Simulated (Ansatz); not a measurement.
Geometry optimisation, RKS PBE0/STO-3G in Ansatz.

Input:

```yaml
crystal:
  periodic: [false, false, false]
  atoms:
    - { symbol: "N", position_ang: [-1.1624, 0.4764, 0.2598] }
    - { symbol: C, position_ang: [-0.2861, -0.379, -0.4444] }
    - { symbol: "N", position_ang: [0.2111, -1.3681, 0.4816] }
    - { symbol: S, position_ang: [-1.0862, -1.2393, -1.7903] }
    - { symbol: S, position_ang: [1.0866, 0.5815, -1.2271] }
    - { symbol: B, position_ang: [1.6476, 1.5431, 0.3322] }
    - { symbol: F, position_ang: [1.0946, 2.8138, 0.6536] }
    - { symbol: H, position_ang: [-1.5941, 1.1903, -0.4596] }
    - { symbol: H, position_ang: [-1.988, -0.027, 0.6954] }
    - { symbol: H, position_ang: [0.6675, -0.8838, 1.3434] }
    - { symbol: H, position_ang: [0.9972, -1.908, 0.0466] }
    - { symbol: H, position_ang: [-2.0012, -1.9299, -0.8921] }
    - { symbol: H, position_ang: [2.4338, 1.0953, 1.0157] }
basis:
  gaussian: { orbitals: STO-3G }
hamiltonian:
  xc: pbe0
relax:
  f_tol: 0.02
  max_steps: 40
```

Launched with:

```bash
$ ansatz run input.yaml --threads 1 --pin off --max-ram 2048MiB --backend cpu --events-out ev --progress --plain --runs-dir out
```

Q: Where does it end, and by what steps?

A: It converged. The force dipped under the threshold on the way, but the program's further checks kept it going. Limits of this set-up: minimal basis. After 16 steps the energy has fallen by 2.292 eV; H9 moved furthest, 1.20 Å. Joined: N1–B6 (3.01 → 1.72 Å).

| step | energy less start (eV) | largest force component (eV/Å) | accepted |
| --- | --- | --- | --- |
| 0 | 0.0000 | 4.390 | yes |
| 1 | -0.7897 | 3.423 | yes |
| 2 | -1.0775 | 2.429 | yes |
| 3 | -1.2347 | 1.686 | yes |
| 4 | -1.3863 | 1.338 | yes |
| 5 | -1.5965 | 1.226 | yes |
| 6 | -1.8961 | 0.861 | yes |
| 7 | -2.1197 | 1.682 | yes |
| 8 | -2.1639 | 1.848 | yes |
| 9 | -2.2509 | 0.620 | yes |
| 10 | -2.2814 | 0.322 | yes |
| 11 | -2.2897 | 0.064 | yes |
| 12 | -2.2909 | 0.031 | yes |
| 13 | -2.2906 | 0.094 | no |
| 14 | -2.2913 | 0.013 | yes |
| 15 | -2.2917 | 0.021 | yes |
| 16 | -2.2918 | 0.012 | yes |

```xyz
13
Properties=species:S:1:pos:R:3
N -0.584 0.714 0.319
C -0.011 -0.464 -0.535
N 0.120 -1.586 0.475
S -1.140 -1.006 -1.856
S 1.485 0.410 -1.072
B 0.884 1.602 0.321
F 0.665 2.886 -0.009
H -1.371 1.185 -0.201
H -0.982 0.355 1.227
H 0.952 -1.313 1.069
H 0.500 -2.401 -0.078
H -1.863 -1.806 -1.029
H 1.366 1.390 1.383
```

Whether the end is a true minimum wasn't checked by a vibrational analysis.

The run took 71 s on 1 thread of AMD EPYC 7R43 64-Core Processor (Zen 3) (shared host), peak memory 0.2 GiB.
